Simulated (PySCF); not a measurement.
## Ar(2+) (argon, charge +2) across methods

[Ne] 3s2 3p3 4s1, high-spin 5S determinant (an excited configuration). All numbers are calculated (PySCF 2.14, scalar relativity by spin-free X2C-1e, in aug-cc-pCVTZ-DK (8s7p5d3f, 75 functions)).

```json
{"method": "TPSSh", "E (hartree)": "-526.9834", "mean ε 3s β (eV)": "-54.565", "mean ε 3p α (eV)": "-44.176", "mean ε 4s α (eV)": "-16.450", "Σ⟨r²⟩ (bohr²)": "25.11", "⟨S²⟩": "6.000"}
{"method": "UHF", "E (hartree)": "-526.35222", "mean ε 3s β (eV)": "-59.054", "mean ε 3p α (eV)": "-50.728", "mean ε 4s α (eV)": "-18.556", "Σ⟨r²⟩ (bohr²)": "25.57", "⟨S²⟩": "6.000"}
{"method": "B97-3", "E (hartree)": "-526.8996", "mean ε 3s β (eV)": "-55.924", "mean ε 3p α (eV)": "-45.094", "mean ε 4s α (eV)": "-16.907", "Σ⟨r²⟩ (bohr²)": "25.14", "⟨S²⟩": "6.000"}
{"method": "PBE", "E (hartree)": "-526.7874", "mean ε 3s β (eV)": "-53.819", "mean ε 3p α (eV)": "-43.020", "mean ε 4s α (eV)": "-16.329", "Σ⟨r²⟩ (bohr²)": "24.92", "⟨S²⟩": "6.000"}
{"method": "LDA", "E (hartree)": "-525.3433", "mean ε 3s β (eV)": "-54.096", "mean ε 3p α (eV)": "-42.944", "mean ε 4s α (eV)": "-16.540", "Σ⟨r²⟩ (bohr²)": "24.88", "⟨S²⟩": "6.000"}
{"method": "M06-2X", "E (hartree)": "-526.9722", "mean ε 3s β (eV)": "-57.452", "mean ε 3p α (eV)": "-46.696", "mean ε 4s α (eV)": "-17.658", "Σ⟨r²⟩ (bohr²)": "25.12", "⟨S²⟩": "6.001"}
{"method": "r2SCAN", "E (hartree)": "-526.9297", "mean ε 3s β (eV)": "-54.007", "mean ε 3p α (eV)": "-43.951", "mean ε 4s α (eV)": "-16.337", "Σ⟨r²⟩ (bohr²)": "25.34", "⟨S²⟩": "6.000"}
{"method": "B3LYP", "E (hartree)": "-526.9910", "mean ε 3s β (eV)": "-55.616", "mean ε 3p α (eV)": "-44.549", "mean ε 4s α (eV)": "-16.872", "Σ⟨r²⟩ (bohr²)": "24.98", "⟨S²⟩": "6.000"}
```

(1) Estimate the same row for PBE0.

The outer electron is Rydberg-like, and this basis confines it to a smaller radius and binds it less than a complete one would.

Answers

(1) E (hartree) = -526.8195; mean ε 3s β (eV) = -55.578; mean ε 3p α (eV) = -45.165; mean ε 4s α (eV) = -16.977; Σ⟨r²⟩ (bohr²) = 25.03; ⟨S²⟩ = 6.000.
